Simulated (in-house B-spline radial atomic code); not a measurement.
Configurations of Yb²⁺, with energies counted from [Xe] 4f14. Method: scalar-relativistic (X2C) PBE, spin-polarised, spherical fractional occupations, Fermi nucleus of rms radius 5.3108 fm. Calculated with a B-spline radial code for spherical atoms. Shells without spins written out take the highest spin.

Occupations are held fixed; configurations that lie above the ionisation limit could autoionise.

| configuration | E - E(ref) (eV) | highest orbital | its <r> (bohr) |
| --- | --- | --- | --- |
| [Xe] 4f13 5f1 | 18.285 | 5f up | 5.674 |
| [Kr] 4d10 4f14 5s2 5p5 6s1 | 27.833 | 6s up | 3.094 |
| [Kr] 4d10 4f14 5s2 5p5 5d1 | 28.683 | 5d up | 2.286 |
| [Kr] 4d10 4f14 5s2 5p(3 up, 2 down) 5f(0 up, 1 down) | 40.838 | 5f down | 5.716 |
| [Kr] 4d10 4f14 5s2 5p5 6f1 | 43.458 | 6f up | 9.721 |
| [Kr] 4d10 4f14 5s2 5p(3 up, 2 down) 6f(0 up, 1 down) | 43.487 | 6f down | 9.783 |
| [Kr] 4d9 4f14 5s2 5p6 5d1 | 181.67 | 5d up | 2.27 |

**Question.** Order these further configurations by energy, lowest first.
A. [Xe] 4f13 5d1
B. [Xe] 4f(6 up, 7 down) 6d(1 up, 0 down)
C. [Kr] 4d9 4f14 5s2 5p6 6p1
D. [Kr] 4d9 4f14 5s2 5p6 6d1
E. [Xe] 4f13 6f1

**Answer.** A (6.1543 eV), B (16.405 eV), E (20.937 eV), C (185.99 eV), D (191.87 eV).

**Question.** How far above the reference does [Kr] 4d10 4f14 5s2 5p(2 up, 3 down) 6p(1 up, 0 down) lie?

**Answer.** 33.183 eV; its least bound orbital is 6p up with <r> = 3.815 bohr.

**Question.** How far above the reference does [Xe] 4f13 6s1 lie?

**Answer.** 5.2821 eV; its least bound orbital is 6s up with <r> = 3.086 bohr.
